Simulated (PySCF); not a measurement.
Si(F)(Cl)(Br)(NH2) (BrClFH₂NSi), SMILES N[Si](F)(Cl)Br. Atoms are numbered in the order given.

```xyz
7

N      2.0418    -0.1744     0.4401
Si     0.3947     0.1879     0.5224
F     -0.2849    -0.0957     1.9617
Cl     0.1190     2.1774     0.1698
Br    -0.6978    -1.0551    -0.9123
H      2.3859    -1.1059     0.2399
H      2.7580     0.4707     0.7529
```
Charge 0, spin multiplicity 1.

Geometry: ωB97X-D3(BJ)/def2-SVP. This is a generated structure with no PubChem entry under its InChIKey; it may be hypothetical. One conformer was computed; it need not be the lowest.

Level of theory: HF/pcSseg-1 (PySCF).

GIAO shieldings, no solvent; atoms alike by connectivity are averaged. δ = σ(ref) − σ: ¹⁵N against NH3 (σ = 267.3 ppm); ²⁹Si against TMS (σ = 393.8 ppm); ¹⁹F against CFCl3 (σ = 238.5 ppm); ³⁵Cl against HCl (σ = 958.2 ppm); ¹H against TMS (σ = 31.99 ppm), references at their B3LYP-D3(BJ)/def2-TZVP geometries, non-relativistic (without spin–orbit terms, shifts of atoms bonded to Cl or Br come out too high).

**Question.** Estimate the chemical shifts. (The exact figures need the calculation; the answer reports its results.)

**Answer.** 
| nucleus | atoms | count | δ (ppm) |
|---|---|---|---|
| ¹⁵N | N1 | 1 | 36.5 |
| ²⁹Si | Si2 | 1 | -20.1 |
| ¹⁹F | F3 | 1 | -69.8 |
| ³⁵Cl | Cl4 | 1 | 32.5 |
| ¹H | H6, H7 | 2 | 2.19 |
